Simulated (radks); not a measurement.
Isoelectronic series with 41 electrons, all held in the configuration [Kr] 4d4 5s1, which need not be the ground one along the series. All-electron calculation, scalar-relativistic Kohn-Sham, LDA (Slater exchange, Perdew-Wang correlation), spin-unpolarised, spherical densities, point nucleus. Program: a radial shooting solver on a logarithmic mesh with Libxc functionals. Total energies (hartree) and mean radii <r> (bohr):

[
 {"ion": "Nb", "E (hartree)": "-3815.54603", "4d": "2.216", "5s": "3.683", "4p": "1.302", "4s": "1.158"},
 {"ion": "Mo+", "E (hartree)": "-4044.11577", "4d": "1.798", "5s": "3.114", "4p": "1.228", "4s": "1.103"},
 {"ion": "Tc2+", "E (hartree)": "-4280.21570", "4d": "1.562", "5s": "2.732", "4p": "1.160", "4s": "1.051"},
 {"ion": "Ru3+", "E (hartree)": "-4523.84165", "4d": "1.399", "5s": "2.455", "4p": "1.098", "4s": "1.004"},
 {"ion": "Rh4+", "E (hartree)": "-4775.00564", "4d": "1.277", "5s": "2.242", "4p": "1.042", "4s": "0.9600"},
 {"ion": "Pd5+", "E (hartree)": "-5033.72839", "4d": "1.180", "5s": "2.069", "4p": "0.9914", "4s": "0.9195"},
 {"ion": "Ag6+", "E (hartree)": "-5300.03610", "4d": "1.100", "5s": "1.927", "4p": "0.9458", "4s": "0.8822"},
 {"ion": "Cd7+", "E (hartree)": "-5573.95896", "4d": "1.032", "5s": "1.805", "4p": "0.9043", "4s": "0.8476"},
 {"ion": "In8+", "E (hartree)": "-5855.53038", "4d": "0.9735", "5s": "1.701", "4p": "0.8664", "4s": "0.8156"}
]

4d drops below 5s between Nb and Mo+.
